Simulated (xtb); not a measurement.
CH₄Cl₂GaN, SMILES [Cl][Ga]([Cl])[NH]C. All values are semi-empirical tight-binding results from xtb (GFN2-xTB unless named), good for trends rather than for accurate numbers. Geometry: GFN2-xTB. The structure was generated by enumeration; whether it is a known compound was not checked. One conformer was computed; it need not be the lowest.

For metal compounds this method's bond lengths and energies can be far off.

Computed properties:
The orbital gap is 2.84 eV and the zero-point energy comes out as 33.5 kcal/mol. The G − E(el) at 298.15 K (modified RRHO) is 11.7 kcal/mol.
